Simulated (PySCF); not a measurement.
## H₂PtO: breathing scan

Level of theory: PBE0 in PySCF with Pt def2-TZVP with ECP60, O def2-TZVP, H def2-TZVP; scalar-relativistic core potentials, no spin–orbit coupling; density-fitted integrals.

Rigid scan from the singlet minimum (Pt–H 1.539 Å (×2), Pt–O 1.737 Å; H–Pt–H 84.7°, H–Pt–O 118.1° (×2)). Coordinate: all bonds to the central atom scaled together. Energies in kJ/mol from the minimum.

Q: Predict the curve at 0.88, 0.92, 0.96, 1.00, 1.04, 1.08, 1.14, 1.22, 1.35.

A: 
```
scale of all bonds to the centre  E (kJ/mol)  dipole size (D)
                            0.88       246.3             2.25
                            0.92        96.2             2.57
                            0.96        21.2             2.85
                            1.00         0.0             3.11
                            1.04        16.6             3.32
                            1.08        59.2             3.51
                            1.14       153.1             3.73
                            1.22       305.3             3.92
                            1.35       559.1             4.04
```

At long bonds a restricted determinant can lie too high, and another spin state can fall below this curve.

Spin–orbit coupling, left out here, can matter for elements this heavy.

The scan took 13 s on 2 threads of a shared Arm Neoverse V1 host; the process peaked at 0.93 GiB.
